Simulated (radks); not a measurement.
Numerical settings for the phosphorus ion P+, [Ne] 3s2 3p2. Calculated with a radial shooting solver on a logarithmic mesh with Libxc functionals: Dirac Kohn-Sham, BLYP, spin-unpolarised, spherical densities, finite nucleus; open shells fill j = l - 1/2 first; Fermi nuclear charge, rms radius 3.1889 fm. The defaults (mesh step 0.008 in ln r, mesh end at 40 bohr or more with all orbitals vanishing there, Anderson mixing 0.5 over 9 steps, residual threshold near 1e-9 with the energy settled to 1e-9 hartree or 1e-11 of itself, here a cap of 68 iterations) give E = -341.7280 hartree and 3p1/2 at -14.091 eV in 16 iterations. Run on one thread of a shared host, so times are rough (Intel(R) Xeon(R) 6975P-C): 0.06 s of CPU time, 0.06 s wall, 16 iterations on 2189 mesh points. Changes against that run (0 stands for a change within the tolerance of the run):

| setting | iterations | converged | E (mhartree) | e(3p1/2) (meV) | CPU (s) |
|---|---|---|---|---|---|
| mesh step in ln r 0.2 | 68 | no | -1.93e+06 | - | 0.09 |
| mesh step in ln r 0.12 | 68 | no | -1.96e+06 | - | 0.1 |
| mesh step in ln r 0.02 | 15 | yes | 0 | 0 | 0.02 |
| mesh end (bohr) 2 | 17 | level above zero | +5.26e+03 | +5.38e+04 | 0.05 |
| mesh end (bohr) 1 | 17 | level above zero | +6.48e+04 | +4.44e+05 | 0.05 |
| residual threshold 1e-16 | 68 | no | 0 | 0 | 0.13 |
| residual threshold 0.01 | 9 | yes | 0 | -1.21 | 0.04 |
| mixing 2.5 | 21 | yes | 0 | 0 | 0.07 |
| linear mixing, mixing 0.05 | 68 | no | +0.0403 | -155 | 0.18 |
| linear mixing, mixing 1 | 68 | no | -6.91e+04 | - | 0.46 |
| mixing history 20 | 18 | yes | 0 | 0 | 0.08 |
| iteration cap 8 | 8 | no | 0 | -1.21 | 0.04 |

Settled on a wrong energy, with an occupied level pushed above zero by the early mesh end: mesh end (bohr) 2 (+5.26 hartree); mesh end (bohr) 1 (+64.8 hartree). Apart from these: no run marked as converged misses the energy by more than 1 mhartree. A mesh that ends early acts as a hard wall.
